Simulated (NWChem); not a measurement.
Everything below was run with NWChem. System: C$_{4}$H$_{4}$Si, charge 0, spin multiplicity 1, at a geometry optimised with PBE0/def2-SVP. The structure started from a generated list of species. Level: MP2/def2-TZVP, 9 core orbitals frozen.

NWChem printed:

```
             Northwest Computational Chemistry Package (NWChem) 7.3.0
             --------------------------------------------------------

                                NWChem Input Module
                                -------------------

 Scaling coordinates for geometry "geometry" by  1.889725989
 (inverse scale =  0.529177249)

 Turning off AUTOSYM since
 SYMMETRY directive was detected!

                             Geometry "geometry" -> ""
                             -------------------------

 Output coordinates in angstroms (scale by  1.889725989 to convert to a.u.)

  No.       Tag          Charge          X              Y              Z
 ---- ---------------- ---------- -------------- -------------- --------------
    1 Si                  14.0000     0.00000000     0.00000000     0.86687200
    2 C                    6.0000     1.50332400     0.00000000    -0.18292100
    3 C                    6.0000     2.50758900     0.00000000    -0.86949100
    4 C                    6.0000    -1.50332400     0.00000000    -0.18292100
    5 C                    6.0000    -2.50758900     0.00000000    -0.86949100
    6 H                    1.0000     0.00000000     1.21755700     1.72528100
    7 H                    1.0000     0.00000000    -1.21755700     1.72528100
    8 H                    1.0000     3.39432400     0.00000000    -1.47890800
    9 H                    1.0000    -3.39432400     0.00000000    -1.47890800

 Effective nuclear repulsion energy (a.u.)     161.7250703940

            Nuclear Dipole moment (a.u.)
            ----------------------------
        X                 Y               Z
 ---------------- ---------------- ----------------
     0.0000000000     0.0000000000     0.0000188973

      Symmetry information
      --------------------

 Group name             C2v
 Group number             16
 Group order               4
 No. of unique centers     5

      Symmetry unique atoms

     1    2    3    6    8


 Summary of "ao basis" -> "" (spherical)
 ------------------------------------------------------------------------------
       Tag                 Description            Shells   Functions and Types
 ---------------- ------------------------------  ------  ---------------------
 *                         def2-tzvp                  on all atoms

 Summary of "ao basis" -> "ao basis" (spherical)
 ------------------------------------------------------------------------------
[...]
    4 C    6     6.26   0.86  1.12  0.49  0.88  0.01  1.20  1.23  0.40  0.01  0.05  0.01
    5 C    6     6.20   0.86  1.12  0.53  0.49  0.16  1.19  1.32  0.50  0.02  0.01  0.01
    6 H    1     1.04   0.24  0.56  0.23  0.01
    7 H    1     1.04   0.24  0.56  0.23  0.01
    8 H    1     0.80   0.25  0.46  0.06  0.02
    9 H    1     0.80   0.25  0.46  0.06  0.02

       Multipole analysis of the density wrt the origin
       ------------------------------------------------

     L   x y z        total         open         nuclear
     -   - - -        -----         ----         -------
     0   0 0 0     -0.000000      0.000000     42.000000

     1   1 0 0      0.000000      0.000000      0.000000
     1   0 1 0     -0.000000      0.000000      0.000000
     1   0 0 1     -0.272940      0.000000      0.000019

     2   2 0 0    -20.872948      0.000000    448.592451
     2   1 1 0     -0.000000      0.000000      0.000000
     2   1 0 1     -0.000000      0.000000      0.000000
     2   0 2 0    -29.888753      0.000000     10.587813
     2   0 1 1      0.000000      0.000000      0.000000
     2   0 0 2    -26.359936      0.000000    108.280962

                   NWChem MP2 Semi-direct Energy/Gradient Module
                   ---------------------------------------------

  Basis functions       =    185
  Molecular orbitals    =    185
  Frozen core           =      9
  Frozen virtuals       =      0
  Active alpha occupied =     12
  Active beta occupied  =     12
  Active alpha virtual  =    164
  Active beta virtual   =    164
  Use MO symmetry       = T
  Use skeleton AO sym   = T

  AO/Fock/Back tols     =   1.0D-09  1.0D-09  1.0D-09

 GA uses MA = F    GA memory limited = T

 Available:
  local mem=  1.15D+08
 global mem=  1.31D+08
 local disk=  0.00D+00
  mp2_memr nvloc                   164
  nvloc new                   164
   1 passes of  12:        5242880                     168179                 106033729.
   1 passes of  12: M    114678924           G      131003550           F     109436044.

 Semi-direct pass number   1 of   1  for RHF alpha+beta  at       14.8s
  vrange nnbf                 15838
  mp2_eaftype                   404  avail_ma_in_mb                   999
 EAF : mp2_eaftype filesize         404   53016865.
  mp2_eaf for mointskh                    404
Node 0 wrote    249.4 Mb in      0.1 s     Agg I/O rate:  1936.9 Mb/s
 Done moints_semi at       43.0s
  mp2_eaftype                   404  avail_ma_in_mb                   595
 EAF : mp2_eaftype filesize         404   53016865.
  mp2_eaf for kh                   404
 Done maket at       44.5s
 Done multipass loop at       44.5s

          -------------------------------------------
          SCF energy                -442.692007535687
          Correlation energy          -0.706169427584
          Singlet pairs               -0.458161547466
          Triplet pairs               -0.248007880118
          Total MP2 energy          -443.398176963271
          -------------------------------------------

          ---------------------------------------------------
                    Spin Component Scaled (SCS) MP2
          Same spin pairs                     -0.165338586745
          Same spin scaling factor             0.333333333333
          Opposite spin pairs                 -0.540830840839
          Opposite spin scaling fact.          1.200000000000
          SCS-MP2 correlation energy          -0.704109871255
          Total SCS-MP2 energy              -443.396117406942
          ---------------------------------------------------

 -----------------------
 Performance information
 -----------------------

 Timer overhead =  2.42D-07 seconds/call

               Nr. of calls         CPU time (s)                 Wall time (s)                GFlops
             ---------------    -------------------     ------------------------------   -------------------
Name         Min   Avg   Max    Min     Avg     Max     Min     Avg     Max   Mx/calls   Min     Max     Sum
mp2: moin     1     1     1    28.     28.     28.      28.     28.     28.     28.      0.0     0.0     0.0
mp2: make     1     1     1    1.5     1.5     1.5      1.5     1.5     1.5     1.5      0.0     0.0     0.0
mp2: tota     1     1     1    30.     30.     30.      30.     30.     30.     30.      0.0     0.0     0.0

 The average no. of pstat calls per process was 3.00D+00
 with a timing overhead of 7.27D-07s

 Task  times  cpu:       44.5s     wall:       44.5s

 Total times  cpu:       44.5s     wall:       44.5s
```

### Question
Write an NWChem input that would produce this output.

### Answer
One answer among several that fit: 
```
start mol
memory heap 200 mb stack 800 mb global 1000 mb
geometry units angstroms nocenter noautoz
  Si     0.000000     0.000000     0.866872
  C      1.503324     0.000000    -0.182921
  C      2.507589     0.000000    -0.869491
  C     -1.503324     0.000000    -0.182921
  C     -2.507589     0.000000    -0.869491
  H      0.000000     1.217557     1.725281
  H      0.000000    -1.217557     1.725281
  H      3.394324     0.000000    -1.478908
  H     -3.394324     0.000000    -1.478908
  symmetry group C2v
end
basis spherical
  * library def2-tzvp
end
scf
  rhf
  nopen 0
  maxiter 100
  thresh 1e-7
  semidirect memsize 60000000 filesize 0
end
mp2
  freeze core 9
end
task mp2 energy
```
